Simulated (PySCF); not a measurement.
PySCF input for Ga(Cl)2(NH3) (Cl2GaH3N), SMILES [Ga+](<-[NH3])([Cl])[Cl] (connectivity only; charge and spin as stated), charge +1, multiplicity 1, PBE-D3(BJ)/def2-SVP. Geometry: PBE-D3(BJ)/def2-SVP. The spin state was assumed, not searched. The isomer is the one that the SMILES or the coordinates give; other isomers of the formula were not compared.

```python
import numpy as np
from pyscf import gto, scf, dft, df
from pyscf.hessian import thermo

mol = gto.M(
    atom='''
    Ga   -0.00031882   -0.03269507   -0.00902502
    Cl    1.40434762    0.99268906   -1.18080196
    Cl   -1.40762236    0.31918358    1.50580374
    N     0.00710809   -2.01688249   -0.49520835
    H    -0.56354494   -2.20601852   -1.33966146
    H    -0.38208515   -2.60257949    0.26534541
    H     0.96142773   -2.36151252   -0.70448005
    ''',
    basis='def2-SVP',
    charge=1,
    spin=0,
    max_memory=1600,
    verbose=3,
)
mf = dft.RKS(mol, xc='pbe').density_fit(auxbasis='def2-universal-jkfit')
mf.disp = 'd3bj'
mf.grids.level = 3
mf.conv_tol = 1e-11
mf.max_cycle = 100
mf.kernel()

# [left out here: the lines that compute and print the analytic Hessian (its translational invariance restored by hand, since the grid's response is missing), thermochemistry and intensities]
```

Output:

```
converged SCF energy = -2900.3739007802

WARN: DFTD3 does not support analytical Hessian, using finite difference


WARN: Mole.unit (angstrom) is changed to Bohr

Mode                                 0                   1                   2
Irrep
Freq [cm^-1]                       13.1313            112.2880            118.6443
Reduced mass [au]                   1.0190             27.5681             11.5261
Force const [Dyne/A]                0.0001              0.2048              0.0956
Char temp [K]                      18.8931            161.5574            170.7028
Normal mode                   x     y     z       x     y     z       x     y     z
       0  Ga                -0.00 -0.00  0.00   -0.00 -0.06 -0.02    0.06 -0.02  0.06
       1  Cl                 0.01 -0.00  0.01   -0.04  0.07  0.06   -0.05  0.01 -0.04
       2  Cl                -0.01  0.00 -0.01    0.04  0.08 -0.02   -0.05  0.01 -0.05
       3   N                 0.01  0.00 -0.00   -0.00 -0.06 -0.01   -0.05  0.01 -0.06
       4   H                -0.46 -0.08  0.33   -0.00 -0.06 -0.01   -0.09  0.13 -0.06
       5   H                 0.52 -0.06  0.21   -0.00 -0.05 -0.01   -0.08 -0.02 -0.10
       6   H                -0.06  0.14 -0.55   -0.00 -0.06 -0.01   -0.09 -0.04 -0.11
Mode                                 3                   4                   5
Irrep
Freq [cm^-1]                      124.2362            391.2598            441.4548
Reduced mass [au]                   3.7512             13.9031              6.3118
Force const [Dyne/A]                0.0341              1.2540              0.7247
Char temp [K]                     178.7483            562.9357            635.1552
Normal mode                   x     y     z       x     y     z       x     y     z
       0  Ga                 0.03  0.01 -0.02   -0.00  0.01  0.00    0.00 -0.06 -0.01
       1  Cl                 0.01  0.05  0.00   -0.07 -0.05  0.06    0.03  0.02 -0.02
       2  Cl                 0.01 -0.05 -0.02    0.07 -0.02 -0.08   -0.03  0.01  0.03
       3   N                -0.13 -0.03  0.12   -0.00  0.11  0.03    0.00  0.18  0.05
       4   H                -0.19 -0.06  0.17   -0.00  0.11  0.03   -0.00  0.20  0.04
       5   H                -0.16  0.11  0.21   -0.00  0.11  0.02   -0.01  0.19  0.05
       6   H                -0.18 -0.16  0.12   -0.00  0.11  0.02    0.00  0.19  0.04
Mode                                 6                   7                   8
Irrep
Freq [cm^-1]                      516.0494            698.5654            727.2634
Reduced mass [au]                  29.7744              1.1579              1.2168
Force const [Dyne/A]                4.6717              0.3329              0.3792
Char temp [K]                     742.4802           1005.0801           1046.3701
Normal mode                   x     y     z       x     y     z       x     y     z
       0  Ga                -0.06 -0.01  0.05    0.01 -0.00  0.01    0.01  0.00 -0.01
       1  Cl                 0.06  0.04 -0.05   -0.00  0.00 -0.00   -0.00  0.00  0.00
       2  Cl                 0.06 -0.02 -0.06   -0.00  0.00 -0.00   -0.00 -0.00  0.00
       3   N                -0.01 -0.00  0.01   -0.07  0.02 -0.07   -0.08 -0.02  0.07
       4   H                 0.02  0.02 -0.01    0.13 -0.69 -0.04    0.17  0.13 -0.13
       5   H                 0.01 -0.07 -0.03    0.18  0.22  0.22    0.15 -0.58 -0.25
       6   H                 0.01  0.07  0.00    0.14  0.37  0.27    0.11  0.56 -0.03
Mode                                 9                  10                  11
Irrep
Freq [cm^-1]                     1278.1222           1557.0106           1561.1141
Reduced mass [au]                   1.1831              1.0540              1.0517
Force const [Dyne/A]                1.1387              1.5055              1.5101
Char temp [K]                    1838.9332           2240.1916           2246.0956
Normal mode                   x     y     z       x     y     z       x     y     z
       0  Ga                 0.00 -0.00 -0.00   -0.00 -0.00 -0.00   -0.00 -0.00  0.00
       1  Cl                 0.00  0.00 -0.00    0.00 -0.00  0.00    0.00 -0.00  0.00
       2  Cl                -0.00  0.00  0.00    0.00 -0.00  0.00   -0.00  0.00  0.00
       3   N                -0.00  0.10  0.02   -0.03  0.01 -0.05   -0.05 -0.01  0.03
       4   H                 0.12 -0.51  0.05   -0.16  0.31 -0.01    0.56  0.13 -0.42
       5   H                 0.09 -0.42 -0.30    0.57 -0.19  0.11    0.34  0.16  0.34
       6   H                -0.21 -0.48 -0.08    0.02 -0.27  0.62   -0.18 -0.19 -0.34
Mode                                12                  13                  14
Irrep
Freq [cm^-1]                     3328.4210           3428.1432           3437.7748
Reduced mass [au]                   1.0306              1.0905              1.0926
Force const [Dyne/A]                6.7272              7.5509              7.6076
Char temp [K]                    4788.8567           4932.3348           4946.1926
Normal mode                   x     y     z       x     y     z       x     y     z
       0  Ga                -0.00  0.00  0.00   -0.00  0.00 -0.00   -0.00 -0.00  0.00
       1  Cl                -0.00 -0.00  0.00    0.00  0.00  0.00   -0.00 -0.00 -0.00
       2  Cl                 0.00 -0.00 -0.00    0.00  0.00  0.00    0.00  0.00  0.00
       3   N                 0.00  0.04  0.01    0.05 -0.01  0.05    0.06  0.01 -0.05
       4   H                -0.32 -0.09 -0.47   -0.42 -0.14 -0.63    0.06  0.02  0.06
       5   H                -0.21 -0.30  0.42    0.13  0.18 -0.23   -0.26 -0.40  0.53
       6   H                 0.53 -0.17 -0.11   -0.43  0.15  0.10   -0.58  0.21  0.12
temperature 298.1500 [K]
pressure 101325.00 [Pa]
Rotational constants [GHz] 4.50925 1.81186 1.30173
Symmetry number 1
Zero-point energy (ZPE) 0.04040 [Eh]   106069.757 [J/mol]
                           tot       elec      trans        rot        vib
Entropy [J/mol/K]       371.547      0.000    171.858    116.334     83.356
Cv [J/mol/K]             82.524      0.000     12.472     12.472     57.581
Cp [J/mol/K]             90.839      0.000     20.786     12.472     57.581
Internal energy [J/mol]                      3718.434   3718.434 116707.508
Internal energy [Eh]   -2900.32662  -2900.37390
Enthalpy [J/mol]                             6197.391   3718.434 116707.508
Enthalpy [Eh]          -2900.32567
Gibbs free energy [J/mol]                  -45041.951 -30966.475  91855.002
Gibbs free energy [Eh] -2900.36787
mode   freq/cm-1   IR/(km/mol)
   1       13.13         0.076
   2      112.29        15.944
   3      118.64         0.292
   4      124.24         3.666
   5      391.26         3.068
   6      441.45        17.984
   7      516.05        46.812
   8      698.57        30.656
   9      727.26        68.689
  10     1278.12       133.150
  11     1557.01        38.827
  12     1561.11        29.485
  13     3328.42        92.242
  14     3428.14       119.893
  15     3437.77       111.122
max |gradient| / (hartree/bohr): 6.69243262560937e-05
APT charges: [ 1.4303 -0.3205 -0.3212 -0.532   0.247   0.2482  0.2481]
```

The calculation finished and met its thresholds.

Cost: around 60 core-seconds (rough).
